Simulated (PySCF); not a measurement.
Species: C₄H₁₁GeNO₂.
Cartesian coordinates in Å at the PBE0-D3(BJ)/def2-SVP level; atoms count from 1:
```xyz
19
C4H11GeNO2 angstrom
C      3.313    0.021   -0.490
N      2.910   -0.194    0.873
C      1.712   -0.483    1.153
C      0.539   -0.655    0.216
O     -0.608   -0.887    0.988
Ge    -2.194   -1.035    0.196
O     -2.523    0.468   -0.686
C     -2.677    1.676    0.009
H      4.094   -0.713   -0.751
H      2.517   -0.039   -1.255
H      3.792    1.011   -0.570
H      1.446   -0.643    2.211
H      0.742   -1.499   -0.477
H      0.427    0.246   -0.420
H     -3.178   -1.226    1.357
H     -2.161   -2.119   -0.888
H     -1.740    2.002    0.497
H     -3.461    1.620    0.789
H     -2.975    2.456   -0.709
```

Method used: delta-SCF UKS SCAN, pcX-2 on the ionised atom, pcseg-1 elsewhere, spin-free X2C (PySCF). Vertical ΔSCF values, vacuum level as zero.

Some binding energies are withheld.

```csv
atom(s),bonded to,level,binding energy (eV)
C1,N and 3 H,C 1s,?
C3,"N (double bond), C and H",C 1s,291.40
C4,"O, C and 2 H",C 1s,?
C8,O and 3 H,C 1s,292.31
N2,C (double bond) and C,N 1s,404.43
O5,C and Ge,O 1s,?
O7,C and Ge,O 1s,537.76
```

Task: Fill in O 1s for O5.

Result: 537.72 eV (oxygen bonded to C and Ge). The other listed O 1s value is that of O7; the shift against it is -0.04 eV.

Task: What is the C 1s binding energy of C1?

Result: 291.40 eV (N-methyl carbon). The nearest listed C 1s value is that of C3; the shift against it is 0.00 eV.

Task: Fill in C 1s for C4.

Result: 292.26 eV (sp3 carbon bound to oxygen). The nearest listed C 1s value is that of C8; the shift against it is -0.05 eV.

Lowest listed C 1s: C1, bonded to N and 3 H. Highest, 0.91 eV above it: C8, bonded to O and 3 H. Summing the Pauling electronegativity differences to the bonded atoms, each weighted by its formal bond order, gives -0.56 for the lowest site and -0.16 for the highest; the largest sum, +0.63, belongs to C3, 0.91 eV below the top. The values 291.40 and 291.40 eV; the values 292.26 and 292.31 eV lie too close for their order to be trusted.

Task: Which effective nuclear charge Zeff reproduces each element's mean 1s value in the hydrogen-like formula E = 13.606 eV × Zeff²?

Result: C (Z = 6): mean 291.8 eV, Zeff = 4.63, Z − Zeff = 1.37; N (Z = 7): mean 404.4 eV, Zeff = 5.45, Z − Zeff = 1.55; O (Z = 8): mean 537.7 eV, Zeff = 6.29, Z − Zeff = 1.71. Means run over the listed sites, weighted by atom count.

No level of germanium is listed. One conformer (not necessarily the lowest) at the PBE0-D3(BJ)/def2-SVP geometry, without solvent, vibrations or thermal averaging.
